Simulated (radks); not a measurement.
Q: All-electron atom: W V in [Xe] 4f14 5d2. Calculated with a radial shooting solver on a logarithmic mesh with Libxc functionals: Dirac Kohn-Sham, BLYP, spin-unpolarised, spherical densities, point nucleus; open shells are shared between the two j in proportion to 2j + 1; speed of light set to 171.295 atomic units (1.25 times the physical value, a model run).

Spin-orbit splittings of the eigenvalues, e(l+1/2) - e(l-1/2), with zeta = 2 splitting/(2l+1) and mean radii in bohr:

| shell | occ. | splitting (eV) | zeta (eV) | <r> j=l-1/2 | <r> j=l+1/2 |
|---|---|---|---|---|---|
| 2p | 6 | 802.8 | 535.2 | 0.06721 | 0.07215 |
| 3p | 6 | 172.7 | 115.1 | 0.1978 | 0.2069 |
| 3d | 10 | 40.54 | 16.22 | 0.1812 | 0.1840 |
| 4p | 6 | 39.74 | 26.50 | 0.4704 | 0.4911 |
| 4d | 10 | 7.935 | 3.174 | 0.5079 | 0.5151 |
| 4f | 14 | 1.479 | 0.4225 | 0.5948 | 0.6006 |
| 5p | 6 | ? | ? | 1.199 | 1.256 |
| 5d | 2 | 0.6939 | 0.2775 | 1.650 | 1.674 |

Estimate the 5p splitting.

A: 5.989 eV (zeta = 3.993 eV).
